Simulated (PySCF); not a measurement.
Constitutional and geometric isomers with formula CH3BSi. Gas-phase values, no solvent. Strings in code marks are SMILES.

Quantity: electronic energy of isomers of CH3BSi relative to `B1C=[SiH]1`, in kcal/mol.

Case: `B=C=[SiH2]`. Geometry of `B=C=[SiH2]` (neutral, multiplicity 1, Å):

```xyz
6

B      1.8203    -0.0051     0.0275
C      0.4724    -0.0057     0.0053
Si    -1.2031     0.0011    -0.0184
H      2.9891    -0.0046     0.0473
H     -2.0351     1.2219    -0.0359
H     -2.0456    -1.2127    -0.0250
```

Task: Give the electronic energy of isomers of CH3BSi relative to `B1C=[SiH]1` at the level B3LYP/3-21G // B3LYP-D3(BJ)/def2-TZVP (PySCF).

Result: 7.73 kcal/mol.
